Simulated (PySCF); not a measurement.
# Spinor energies of K (potassium, neutral)

Start: [Ar] 4s1; 4s1/2 filled at m_j = +1/2. Calculated with PySCF 2.14 in x2c-TZVPPall-2c (6s6p3d, 39 functions): generalised Hartree-Fock with the X2C-1e Hamiltonian and a Gaussian nucleus; one run each with spin-orbit coupling (SO) switched off, then screened by Boettger's factors.

```
spinor shell  electrons  ε, spin-free (eV)  ε, screened SO (eV)  weight of nominal j (screened SO)  rms radius, screened SO (bohr)
       1s1/2          2            -3649.9              -3649.9                              1.000                          0.0937
       2s1/2          2            -397.27              -397.27                              1.000                           0.418
       2p1/2          2            -313.53              -315.55                              1.000                           0.386
       2p3/2          4            -313.53              -312.53                              1.000                           0.388
       3s1/2          2            -47.912              -47.912                              1.000                            1.37
       3p1/2          2            -25.931              -26.135                              0.995                            1.56
       4s1/2          1             -4.032               -4.032                              1.000                            5.59
```

**Question.** Where does 3p3/2 lie, and what is the 3p spin-orbit splitting (screened SO)?

**Answer.** At -25.830 eV, 0.305 eV above 3p1/2.

```csv
quantity,spin-free,screened SO
E (hartree),-601.44870,-601.45103
M_J,1/2,1/2
⟨J²⟩,0.750,0.750
⟨L²⟩,0.000,0.000
⟨S²⟩,0.750,0.750
```

Without spin-orbit coupling the j labels of p, d and f shells carry no meaning; the spin-free column gives the mean over the occupied spinors of each nl shell.
